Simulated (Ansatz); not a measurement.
`C[O][GeH2][GaH2]` → `C[O][GaH2]` + `[GeH2]` at 500 K and 1 bar (germylene formation by 1,1-elimination).

Isolated molecules relaxed with PBE0-D4/def2-TZVP in Ansatz; ΔE leaves out vibrations. CCSD(T)/CBS is the MP2 limit (def2-TZVPP, def2-QZVPP) plus CCSD(T) − MP2 in def2-TZVPP, frozen cores. For Ga, Ge outer-core shells are correlated without core-valence functions, which leaves a few kJ/mol of doubt a bond. Scalar relativity is left out up to krypton. Each species was taken in one conformer, which may not be the lowest.

```tsv
species	CCSD(T)/CBS energy (Eh)	H − E (kJ/mol)	S (J/(mol·K))
`C[O][GeH2][GaH2]`	-4117.47402	237.4	453.2
`C[O][GaH2]`	-2040.16771	179.0	349.8
`[GeH2]`	-2077.24753	46.3	239.7
```

H − E and S are ideal-gas, rigid-rotor, harmonic terms from PBE0-D4/def2-TZVP, for one conformer and one mirror image of each species. 1 Eh = 2625.50 kJ/mol, R = 8.31446 J/(mol·K).

Task: By hand: ΔE, ΔH, ΔS and ΔG.

Result: ΔE = (-2040.16771) + (-2077.24753) − (-4117.47402) = 0.05878 Eh = 154.3 kJ/mol. Δ(H − E) = 179.0 + 46.3 − 237.4 = -12.1, so ΔH = 142.2 kJ/mol. ΔS = 349.8 + 239.7 − 453.2 = 136.3 J/(mol·K). ΔG = 142.2 − 500 × (136.3)/1000 = 74.0 kJ/mol.

Task: By hand: the equilibrium constant, and the temperature at which ΔG would vanish if ΔH and ΔS stayed fixed.

Result: log₁₀ K = −ΔG/(RT ln 10) = -7.7. ΔG = 0 at ΔH/ΔS = 1043 K.

The number of gas molecules changes by +1, which sets the sign of ΔS. A doubt of 5 kJ/mol in ΔE shifts log₁₀ K by 0.5 here. Other conformers and mirror images would add mixing entropy, several J/(mol·K) or more a flexible species. These are equilibria of isolated gas molecules and say nothing of rates. Largest T1 diagnostic: 0.015 (customary marks: 0.02 for closed shells, 0.045 for open ones).
